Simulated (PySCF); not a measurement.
A side-by-side comparison of computed properties.

First species: C5H14OSi.
Bonds: C1–C2, C2–O3, O3–Si4, Si4–C5, Si4–C6, Si4–C7. Hydrogens: H8, H9, H10 on C1; H11, H12 on C2; H13, H14, H15 on C5; H16, H17, H18 on C6; H19, H20, H21 on C7.

Second species: C7H14OSi.
Bonds: C1–C2, C2–C3 (triple), C3–C4, C4–C5, C5–Si6, Si6–O7, O7–C8, C8–C9. Hydrogens: H10, H11, H12 on C1; H13, H14 on C4; H15, H16 on C5; H17, H18 on Si6; H19, H20 on C8; H21, H22, H23 on C9.

Levels: PBE0/pcSseg-1 for dipole moment, HOMO energy, LUMO energy and HOMO–LUMO gap; GFN2-xTB for rotational constant A and rotational constant C. Geometries: GFN2-xTB. Each species is one conformer at its optimised geometry, gas phase, non-relativistic unless stated. Electronic properties by PySCF.

The conformers computed, where there is a choice (atom-mapped SMILES and torsion angles):
- `[CH3:1][CH2:2][O:3][Si:4]([CH3:5])([CH3:6])[CH3:7]`: C1–C2–O3–Si4 180°, C2–O3–Si4–C5 -61°
- `[CH3:1][C:2]#[C:3][CH2:4][CH2:5][SiH2:6][O:7][CH2:8][CH3:9]`: C3–C4–C5–Si6 179°, C4–C5–Si6–O7 -178°, C5–Si6–O7–C8 180°, Si6–O7–C8–C9 -73°

```json
{"property": "dipole moment", "column X": "1.03 D", "column Y": "0.74 D"}
{"property": "HOMO energy", "column X": "-7.59 eV", "column Y": "-7.07 eV"}
{"property": "LUMO energy", "column X": "1.18 eV", "column Y": "0.70 eV"}
{"property": "HOMO–LUMO gap", "column X": "8.77 eV", "column Y": "7.77 eV"}
{"property": "rotational constant A", "column X": "2.814 GHz", "column Y": "5.234 GHz"}
{"property": "rotational constant C", "column X": "1.180 GHz", "column Y": "0.359 GHz"}
```

Problem. Which column belongs to which species?

Solution. Column X is the first species and column Y the second. The first has 21 atoms and 66 electrons, the second 23 and 78.

Problem. How does each property change from the first species to the second?

Solution. dipole moment -0.29 D; HOMO energy +0.52 eV; LUMO energy -0.48 eV; HOMO–LUMO gap -1.00 eV; rotational constant A +2.420 GHz; rotational constant C -0.821 GHz.

On the first: The dipole equals about 3.4 × 10⁻³⁰ C·m (1 D = 3.33564 × 10⁻³⁰ C·m).

On the second: The dipole equals about 2.5 × 10⁻³⁰ C·m (1 D = 3.33564 × 10⁻³⁰ C·m). GFN2-xTB frequencies show an imaginary mode (28i cm⁻¹), so this geometry is no minimum at that level.
